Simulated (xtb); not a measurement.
Au2 (SMILES [Au][Au]), singlet, geometry from GFN2-xTB (such geometries of metal compounds can be far from the true shape). Base run: GFN0-xTB run with xtb.

xtb was given this input:
```
$ xtb mol.xyz --gfn 0 --json

# file mol.xyz
2

Au    -0.00000000    -0.00000000    -1.24843889
Au     0.00000000     0.00000000     1.24843889
```

Variants of this job, named by their change:

| change | ΔE vs base (kcal/mol) | HOMO-LUMO gap (eV) |
|---|---|---|
| base | 0.000 | 2.06 |
| acc = 0.1 | 0.000 | 2.06 |
| file = coord | 0.000 | 2.06 |
